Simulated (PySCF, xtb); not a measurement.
Ge(H)2(vinyl)2 (C₄H₈Ge), SMILES [CH]([GeH2][CH]=C)=C.

GFN2-xTB in xtb at its own geometry gives an orbital gap of 4.62 eV and a dipole moment of 0.76 D.

Geometry: r2SCAN-D4/def2-SVP. One conformer was computed; it need not be the lowest.

### Question
What does ωB97X/def2-TZVP (PySCF) give? (The exact figures need the calculation; the answer reports its results.)

### Answer
gap 11.68 eV (levels -10.07 and 1.62 eV), dipole 0.58 D.
